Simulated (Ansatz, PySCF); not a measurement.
Spectroscopic constants of NO+, closed-shell singlet (the spin of the measured ground state).

The constants come from a fifth-degree fit in 1/R (seven points, main isotopes). Runs in def2 and cc sets follow the lowest solution found near the PBE0 minimum. The singlet is held restricted.

Cores are frozen in the correlated methods. CBS: X⁻³ extrapolation of the correlation energy, Hartree–Fock from the larger set. Rows in 6-31G* carry no dispersion term and start afresh at each structure (6-31G* with six Cartesian d functions).

The values were computed with Ansatz (an electronic-structure program); PySCF for 6-31G* rows. Each number belongs to the level named beside it.

Problem. What bond length and harmonic frequency does BP86/6-31G* give?

Solution. r_e = 1.086 Å, ω_e = 2350 cm⁻¹.

Problem. What bond length and harmonic frequency does CCSD/aug-cc-pV5Z give?

Solution. r_e = 1.056 Å, ω_e = 2489 cm⁻¹.

Problem. What bond length and harmonic frequency does CCSD(T)/CBS(aug-cc-pVQZ, aug-cc-pV5Z) give?

Solution. r_e = 1.064 Å, ω_e = 2383 cm⁻¹.

Measured for the ground state: r_e 1.0632 Å [Huber and Herzberg (1979), NIST Chemistry WebBook]. ω_e 2376.7 cm-1, ω_e x_e 16.255 cm-1, B_e 1.9972 cm-1, α_e 0.01879 cm-1 [Irikura, J. Phys. Chem. Ref. Data 36, 389 (2007)].
